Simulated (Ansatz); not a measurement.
Reaction (isomerisation): `FC[SiH2]BS` → `BSC(F)[SiH3]`

Gas-phase electronic energies from Ansatz, PBE0-D4/def2-TZVP geometries. CCSD(T)/CBS is the MP2 limit (def2-TZVPP, def2-QZVPP) plus CCSD(T) − MP2 in def2-TZVPP, frozen cores. Functionals use def2-TZVPP. B3LYP here is the variant with VWN-RPA as its local correlation; programs differ in this. One conformer a species, not always the lowest.

```
             level  ΔE (kJ/mol)  difference from CCSD(T)/CBS
            PBE-D4         31.1                          3.8
         r2SCAN-D4         28.9                          1.6
           PBE0-D4         32.9                          5.6
          B3LYP-D4         27.0                         -0.3
           ωB97X-V         27.4                          0.1
           ωB97M-V         24.6                         -2.7
            B2PLYP         26.2                         -1.1
               PBE         32.2                          4.9
            r2SCAN         29.1                          1.8
              PBE0         33.7                          6.4
             B3LYP         28.8                          1.5
     HF/def2-TZVPP         28.0                          0.7
    MP2/def2-TZVPP         23.0                         -4.3
SCS-MP2/def2-TZVPP         23.0                         -4.3
   CCSD/def2-TZVPP         31.0                          3.7
CCSD(T)/def2-TZVPP         29.0                          1.7
     HF/def2-QZVPP         27.4                          0.1
    MP2/def2-QZVPP         21.8                         -5.5
SCS-MP2/def2-QZVPP         22.1                         -5.2
      HF/CBS(def2)         27.3                          0.0
     MP2/CBS(def2)         21.3                         -6.0
    CCSD/CBS(def2)         29.3                          2.0
       CCSD(T)/CBS         27.3                            0
```

Largest T1 diagnostic among the species: 0.014.
